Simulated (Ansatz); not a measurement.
Single points on the cluster Cs₃F₃⁺.

```yaml
crystal:
  periodic: [false, false, false]
  atoms:
    - {symbol: Cs, position_ang: [0.537600, 2.434649, 1.289133]}
    - {symbol: Cs, position_ang: [-2.098606, -1.629685, 0.899420]}
    - {symbol: Cs, position_ang: [1.562590, -0.804664, -2.187742]}
    - {symbol: F, position_ang: [1.766798, 1.385241, -0.769253]}
    - {symbol: F, position_ang: [-1.309339, 0.671737, 1.863846]}
    - {symbol: F, position_ang: [-0.459052, -2.057269, -1.095404]}
basis:
  gaussian: {orbitals: def2-TZVP, initial_orbitals: start.molden}
total_charge: 1
magnetization: {spin_polarized: true, initial_magnetization: 1}
hamiltonian: {xc: pbe0, dispersion: d4}
scf: {omitted_lower_state_checks: [starts]}
output: {orbitals: {seedname: orbitals}}
```

The file start.molden holds the orbitals of an earlier run on this structure, at another level or in another basis.

```sh
$ ansatz run in.yaml --threads 4 --pin off --events-out ev --progress --plain --max-ram 3916MiB
```

Output, abridged:

```
Functional definition: PBE0
1422 factors; their error is unknown
mean field evaluation 1: about -9786.5318 eV, gradient 1.4e2 eV
mean field evaluation 2: about -9790.4761 eV, gradient 4.3e0 eV
mean field evaluation 4: about -9790.6293 eV, gradient 1.3e-1 eV
mean field evaluation 8: about -9790.6294 eV, gradient 1.1e-5 eV
mean field -9790.62941941 eV, -359.7989948363 hartree, gradient 1.1e-5 eV, S^2 0.757605; 0 other end points of the search recorded, 0 dependent functions left out
reference -9790.62949392 eV, -359.7989975745 hartree; 27, 26 occupied and 153, 154 virtual orbitals, 1422 factors
Total energy: -9790.71625766 eV, -359.8021860833 hartree
Checks for a lower state left out: starts
```

Run time 15 s (4 threads of Arm Neoverse V2 on a shared host), peak host memory 0.91 GiB.

The first input with `hamiltonian: {xc: r2scan, dispersion: d4}` (abridged; 14 s):

```
Functional definition: r2SCAN
mean field -9796.76506341 eV, -360.0244755944 hartree, gradient 3.8e-6 eV, S^2 0.753805
Total energy: -9796.78565072 eV, -360.0252321641 hartree
Checks for a lower state left out: starts
```

The first input with `hamiltonian: {xc: pbe, dispersion: d4}` (abridged; 6 s):

```
Functional definition: PBE
mean field -9792.26656646 eV, -359.8591588808 hartree, gradient 1.0e-5 eV, S^2 0.752005
Total energy: -9792.36549193 eV, -359.8627943249 hartree
Checks for a lower state left out: starts
```

Geometry: r2SCAN-D4/def2-SVP, that of the neutral singlet.

In the def2 sets Cs takes a core potential; there is no spin–orbit coupling. The structure comes from a short search, and lower isomers may exist.
